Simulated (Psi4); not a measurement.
H6ClNSi2 (SMILES N[SiH2][SiH2]Cl), singlet, at a GFN2-xTB geometry; MP4/cc-pVDZ run with Psi4.

Input for Psi4:
```
memory 2 GB

molecule {
0 1
  Si    0.79388797    0.35786447   -0.75697685
  Cl    1.73683234    0.19744236    1.04440163
  Si   -1.33612925   -0.55959264   -0.64537585
  N    -2.33019624   -0.05776733    0.67351902
  H     0.85450507    1.79219770   -1.06462196
  H     1.69178604   -0.29449976   -1.71358235
  H    -2.10558469   -0.17249243   -1.83135875
  H    -1.30312366   -2.01992135   -0.51354302
  H    -2.70621473    0.87684881    0.67689742
  H    -2.05476619   -0.31008747    1.60968539
}

set basis cc-pvdz
set freeze_core true

energy('mp4')
print_variables()
```

Q: What does Psi4 print? Leave out banner, timings and long lists.

A: 
```
   => Loading Basis Set <=

    Name: CC-PVDZ
    Role: ORBITAL
    Keyword: BASIS

         ---------------------------------------------------------
                                   SCF
               by Justin Turney, Rob Parrish, Andy Simmonett
                          and Daniel G. A. Smith
                              RHF Reference
         ---------------------------------------------------------

  ==> Geometry <==

    Molecular point group: c1
    Full point group: C1

    Geometry (in Angstrom), charge = 0, multiplicity = 1:

       Center              X                  Y                   Z               Mass
    ------------   -----------------  -----------------  -----------------  -----------------
         SI           0.728399106618     0.354956344166    -0.791765809440    27.976926534650
         CL           1.671343476618     0.194534234166     1.009612670560    34.968852682000
         SI          -1.401618113382    -0.562500765834    -0.680164809440    27.976926534650
         N           -2.395685103382    -0.060675455834     0.638730060560    14.003074004430
         H            0.789016206618     1.789289574166    -1.099410919440     1.007825032230
         H            1.626297176618    -0.297407885834    -1.748371309440     1.007825032230
         H           -2.171073553382    -0.175400555834    -1.866147709440     1.007825032230
         H           -1.368612523382    -2.022829475834    -0.548331979440     1.007825032230
         H           -2.771703593382     0.873940684166     0.642108460560     1.007825032230
         H           -2.120255053382    -0.312995595834     1.574896430560     1.007825032230

  Running in c1 symmetry.

  Rotational constants: A =      0.19341  B =      0.05582  C =      0.04671 [cm^-1]
  Rotational constants: A =   5798.43157  B =   1673.49928  C =   1400.39231 [MHz]
  Nuclear repulsion =  270.848825165257438

  Charge       = 0
  Multiplicity = 1
  Electrons    = 58
  Nalpha       = 29
  Nbeta        = 29

  ==> Algorithm <==

  SCF Algorithm Type is PK.
  DIIS enabled.
  MOM disabled.
  Fractional occupation disabled.
  Guess Type is SAD.
  Energy threshold   = 1.00e-08
  Density threshold  = 1.00e-08
  Integral threshold = 1.00e-12

  ==> Primary Basis <==

  Basis Set: CC-PVDZ
    Blend: CC-PVDZ
    Number of shells: 48
    Number of basis functions: 98
    Number of Cartesian functions: 102
    Spherical Harmonics?: true
    Max angular momentum: 2

  ==> Integral Setup <==

[...]
  @RHF Final Energy: -1095.37290458212760
    Total Energy =                      -1095.3729045821278305
[...]
        v(ab,ci) diagrams will be evaluated in   1 blocks over ov2.
        v(ab,ci) diagrams will be evaluated in   1 blocks over ov.

  Allocate cpu memory (    63.01 mb).....done.
  Initialize cpu memory..................done.

  ==> MP4(SDQ) <==

        OS MP2 correlation energy:            -0.390898270657
        SS MP2 correlation energy:            -0.113450845684
        MP2 correlation energy:               -0.504349116342
      * MP2 total energy:                  -1095.877253698469

        OS MP2.5 correlation energy:          -0.416930121089
        SS MP2.5 correlation energy:          -0.112769516468
        MP2.5 correlation energy:             -0.529699637557
      * MP2.5 total energy:                -1095.902604219684

        OS MP3 correlation energy:            -0.442961971520
        SS MP3 correlation energy:            -0.112088187252
        MP3 correlation energy:               -0.555050158772
      * MP3 total energy:                  -1095.927954740899

        OS MP4(SDQ) correlation energy:       -0.452897642905
        SS MP4(SDQ) correlation energy:       -0.104298338831
        MP4(SDQ) correlation energy:          -0.562684175256
      * MP4(SDQ) total energy:             -1095.935588757383

        ==> Resort (ov|vv) integrals for low-memory (T) computation <==

        *******************************************************
        *                                                     *
        *                       MP4(T)                        *
        *                                                     *
        *******************************************************

        Using low-memory algorithm.

        num_threads:                      1
        memory requirements:       13.52 mb

        Number of abc combinations: 57155

        Computing (T) correction...

        % complete  total time
              10.0
              20.0
              30.0
              40.0
              50.0
              60.0
              70.0
              80.0
              90.0

        MP4(T) correlation energy:              -0.011727537579

        MP4(SDTQ) correlation energy:           -0.574411712835
      * MP4(SDTQ) total energy:              -1095.947316294962

  Variable Map:
  ----------------------------------------------------------------------------
[...]
  Array Variable Map:
  ----------------------------------------------------------------------------
[...]
[...]
```
